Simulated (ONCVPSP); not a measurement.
Pr (Z = 59) ONCV: all-electron and pseudo phase curves

ONCVPSP 4.0.1 input, shortened (lines: element, Z, core and valence counts, functional; n l f; lmax; l rc ep ncon nbas qcut; lloc lpopt rc5 dvloc0; l nproj debl; icmod fcfact rcfact), PBE, fully relativistic:

```
  Pr 59.00    9    5        4      upf
    1    0    2.00
    2    0    2.00
    2    1    6.00
    3    0    2.00
    3    1    6.00
    3    2   10.00
    4    0    2.00
    4    1    6.00
    4    2   10.00
    4    3    2.50
    5    0    2.00
    5    1    6.00
    5    2    0.50
    6    0    2.00
    3
    0    2.50    0.00    5    8    4.60
    1    2.70    0.00    4    7    5.60
    2    3.05    0.00    4    9    6.20
    3    1.70    0.00    4    8   10.40
    4    2    1.55    0.00
    0    2    2.50
    1    1    0.60
    2    2    1.00
    3    2    0.70
    0    0.00    0.00
```

Open shells are filled in proportion to 2j + 1.

The phase is arctan(r·R′/R) of the radial function R(r), unwrapped; energies in Ha, scanned from -3 to 5 Ha. A pole is an energy at which the radial function vanishes at the test radius. The pseudo phase is shifted by a multiple of π to meet the all-electron one at the reference energy, and phase errors are pseudo minus all-electron; the curves can meet again beyond the range given. Levels narrower than the energy grid can be missing from the lists of poles.

| channel | radius (bohr) | reference energy (Ha) | poles, all-electron | poles, pseudo | unbroken range about the reference energy with phases within 0.05 rad | phase error 1 Ha above the reference energy (rad) |
| --- | --- | --- | --- | --- | --- | --- |
| s | 2.54 | -0.13 | -1.33, 2.70 | -1.33, 2.62, 4.74 | below 3.5 | -0.001 |
| p3/2 | 2.74 | -0.80 | -0.60, 2.77 | -0.60, 1.88 | below 0.1 | -0.073 |
| p1/2 | 2.74 | -0.91 | -0.74, 2.57 | -0.75, 1.81 | below 0.0 | -0.071 |
| d5/2 | 3.09 | -0.09 | 0.28, 2.84 | 0.28, 2.81 | below 3.9 | +0.000 |
| d3/2 | 3.09 | -0.10 | 0.26, 2.80 | 0.26, 2.78 | below 3.9 | +0.000 |
| f7/2 | 1.72 | -0.12 | 0.23 | 0.23 | the whole range | +0.000 |
| f5/2 | 1.72 | -0.14 | 0.21 | 0.21 | the whole range | +0.000 |

Phases in the f5/2 channel:

```json
{"E (Ha)": "-2.98", "all-electron": "1.273", "pseudo": "1.273"}
{"E (Ha)": "-2.54", "all-electron": "1.241", "pseudo": "1.242"}
{"E (Ha)": "-2.10", "all-electron": "1.197", "pseudo": "1.197"}
{"E (Ha)": "-1.66", "all-electron": "1.128", "pseudo": "1.128"}
{"E (Ha)": "-1.22", "all-electron": "1.001", "pseudo": "1.002"}
{"E (Ha)": "-0.78", "all-electron": "0.664", "pseudo": "0.665"}
{"E (Ha)": "-0.34", "all-electron": "-0.638", "pseudo": "-0.637"}
{"E (Ha)": "0.10", "all-electron": "-1.487", "pseudo": "-1.487"}
{"E (Ha)": "0.54", "all-electron": "-1.753", "pseudo": "-1.753"}
{"E (Ha)": "0.98", "all-electron": "-1.951", "pseudo": "-1.951"}
{"E (Ha)": "1.42", "all-electron": "-2.222", "pseudo": "-2.220"}
{"E (Ha)": "1.86", "all-electron": "-2.748", "pseudo": "-2.739"}
{"E (Ha)": "2.30", "all-electron": "-3.557", "pseudo": "-3.539"}
{"E (Ha)": "2.74", "all-electron": "-4.080", "pseudo": "-4.064"}
{"E (Ha)": "3.18", "all-electron": "-4.324", "pseudo": "-4.311"}
{"E (Ha)": "3.62", "all-electron": "-4.455", "pseudo": "-4.442"}
{"E (Ha)": "4.06", "all-electron": "-4.537", "pseudo": "-4.524"}
{"E (Ha)": "4.50", "all-electron": "-4.595", "pseudo": "-4.581"}
{"E (Ha)": "4.94", "all-electron": "-4.640", "pseudo": "-4.624"}
```
